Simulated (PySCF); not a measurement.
## Static response to an electric field

Compound: C₄H₈Si.
Atom-mapped SMILES: `[CH3:1][C:2]#[C:3][CH2:4][SiH3:5]` (hydrogens: H6, H7, H8 on C1; H9, H10 on C4; H11, H12, H13 on Si5)

Structure used (GFN2-xTB), in Å, numbered top down from 1:
```
atom  x, y, z in Å
C1     2.7189    0.5942   -0.2204
C2     1.4075    0.0555    0.0779
C3     0.3295   -0.4029    0.3330
C4    -0.9774   -0.9424    0.6302
Si5   -2.3699    0.1693   -0.0596
H6     3.1395    1.0668    0.6673
H7     2.6490    1.3367   -1.0158
H8     3.3873   -0.2047   -0.5423
H9    -1.0512   -1.9455    0.2015
H10   -1.0808   -1.0440    1.7139
H11   -3.6557   -0.4457    0.2830
H12   -2.2699    1.4965    0.5475
H13   -2.2313    0.2667   -1.5126
```

Level: PBE0/def2-SVPD (PySCF), static field, nuclei fixed, core orbitals frozen in the response. The polarisability tensor in these axes (au):

```
x   103.92   7.99  -4.02
y     7.99  65.12  -3.24
z    -4.02  -3.24  61.31
```

**Question.** Diagonalise the tensor; give its mean and Δα, where Δα² is half the sum of the squared differences of the eigenvalues.

**Answer.** Principal values 59.45, 64.92 and 105.97 au; mean 76.78 au = 11.38 Å³ = 12.66 × 10⁻⁴⁰ C²·m²/J; Δα = 44.04 au (57 % of the mean).

**Question.** What is the dipole moment, and where does it point?

**Answer.** (0.36, -0.17, 0.11) D, 0.42 D in size, pointing from the negative to the positive side. Measured along this direction, the outermost atoms are H11 at the negative end and H8 at the positive end.

**Question.** Give the principal axes and the span of the nuclei along them.

**Answer.** Largest value along (0.97, 0.20, -0.10), where the nuclei span 7.00 Å; middle along (-0.22, 0.84, -0.50), 2.98 Å; least along (-0.01, 0.51, 0.86), 2.40 Å. The response follows the extents in order.

**Question.** Traceless (Buckingham) quadrupole moment about the centre of nuclear charge: eigenvalues?

**Answer.** -2.91, -2.40, 5.30 D·Å. The values depend on the origin, since the dipole doesn't vanish. The electronic extent ⟨r²⟩ about the same centre is 875 bohr², a root-mean-square distance of 2.31 Å for the 46 electrons.

**Question.** Orientational against electronic polarisability at 273 K (dilute gas, rigid molecules)?

**Answer.** In Gaussian units μ²/3kT = 1.54 Å³ against 11.38 Å³, a ratio of 0.14; the Debye molar polarisation (4π/3)N_A(α + μ²/3kT) is 32.6 cm³/mol, leaving out the vibrational part.

**Question.** What depolarisation ratio follows for Rayleigh scattering of linearly polarised light, taking the static tensor?

**Answer.** ρ = 3Δα²/(45ᾱ² + 4Δα²) = 5818.0/(265297 + 7757.3) = 0.0213.

**Question.** Find the Langevin capture rate constant for H3O+ (19.018 u) meeting this molecule (84.040 u), k = 2.342 × 10⁻⁹ cm³/s × √(α in Å³ / reduced mass in u).

**Answer.** The reduced mass is 15.51 u, so k = 2.01 × 10⁻⁹ cm³/s. The formula leaves out the permanent dipole, which adds to the capture rate.

Geometry: GFN2-xTB; no solvent, vibrations or thermal averaging.
